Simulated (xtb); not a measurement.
Cl2FH5Si3, SMILES [SiH](Cl)([SiH2][SiH2]F)Cl. All values are semi-empirical tight-binding results from xtb (GFN2-xTB unless named), good for trends rather than for accurate numbers. Geometry optimised at GFN2-xTB. This is a generated structure with no PubChem entry under its InChIKey; it may be hypothetical. Other conformers were not sampled.

Optimised geometry:

Bond lengths (Å): Si1–F2 1.615, Si1–Si3 2.318, Si1–H7 1.459, Si1–H8 1.459, Si3–Si4 2.325, Si3–H9 1.473, Si3–H10 1.474, Si4–Cl5 2.025, Si4–Cl6 2.041, Si4–H11 1.461. Angles (°): F2–Si1–Si3 106.8, F2–Si1–H7 102.4, F2–Si1–H8 102.6, Si3–Si1–H7 116.9, Si3–Si1–H8 116.1, H7–Si1–H8 110.1, Si1–Si3–Si4 114.5, Si1–Si3–H9 111.8, Si1–Si3–H10 110.4, Si4–Si3–H9 106.7, Si4–Si3–H10 109.2, H9–Si3–H10 103.6, Si3–Si4–Cl5 111.5, Si3–Si4–Cl6 109.4, Si3–Si4–H11 118.7, Cl5–Si4–Cl6 107.0, Cl5–Si4–H11 104.9, Cl6–Si4–H11 104.7.
Charge 0, spin multiplicity 1.

Computed properties:
| Item | Result |
|---|---|
| orbital gap | 3.76 eV |
| dipole moment | 0.53 D |
| zero-point energy | 29.3 kcal/mol |
| G − E(el) at 298.15 K (modified RRHO) | 5.0 kcal/mol |
| static polarisability (D4 model) | 111.9 bohr³ |
| solvation energy, GFN2-xTB/ALPB(water) | -2.3 kcal/mol |
| solvation energy, GFN2-xTB/ALPB(acetonitrile) | -4.7 kcal/mol |

Computed atomic charges and the Wiberg bond orders between heavy atoms:
charges (e) Si1 0.46, F2 -0.29, Si3 0.32, Si4 0.45, Cl5 -0.25, Cl6 -0.29, H7 -0.08, H8 -0.09, H9 -0.09, H10 -0.08, H11 -0.05. Bond orders Si1–F2 1.10, Si1–Si3 0.83, Si3–Si4 0.80, Si4–Cl5 1.11, Si4–Cl6 1.05.
